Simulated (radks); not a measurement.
Task: Successive ionisation energies (eV) of one element, from differences of total energies of ions in their ground configurations, starting at charge 66: 16427.5, 16749.2, 18203.2, 18526.7, 74750, 76121. Method: scalar-relativistic Kohn-Sham, exchange-only LDA, spin-polarised, spherical densities, point nucleus; open shells are filled with parallel spins first (spin-orbit coupling, left out, can overturn this in heavy ions); computed with a radial shooting solver on a logarithmic mesh with Libxc functionals. Which element is it?

Result: Hafnium (Z = 72). The first species listed is Hf66+ in [He] 2s2 2p2, the last Hf71+ in 1s1.
